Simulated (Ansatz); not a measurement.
Species: 1,1,1,3,3-pentafluoropropane, C$_{3}$H$_{3}$F$_{5}$ (charge 0, singlet). 
Coordinates optimised at B3LYP-D3(BJ)/def2-TZVP (Ansatz, an electronic-structure program):
SMILES: FC(CC(F)(F)F)F
```xyz
11

F     -2.3284    -1.2245    -0.0912
C     -1.3722    -0.2699    -0.3005
F     -1.8221     0.8865     0.2626
C     -0.0887    -0.7251     0.3642
C      1.1126     0.1319     0.0313
F      2.2281    -0.3907     0.5761
F      1.3124     0.2005    -1.3041
F      0.9955     1.3904     0.4820
H     -1.2827    -0.1104    -1.3762
H     -0.2282    -0.7322     1.4450
H      0.1315    -1.7393     0.0317
```
Charge 0, spin multiplicity 1.

Basis-set convergence of Hartree-Fock and MP2 correlation energies (hartree) with Ansatz. Valence correlation only, unless marked. No spin-orbit coupling. No relativistic terms.

```tsv
basis	functions	E(HF)	E(corr, MP2)
aug-cc-pVDZ	211	-612.64111	-1.42880
aug-cc-pVTZ	437	?	?
```

Task: Complete the blanks.

Result: 
- aug-cc-pVTZ, E(HF): -612.80761
- aug-cc-pVTZ, E(corr, MP2): -1.77908
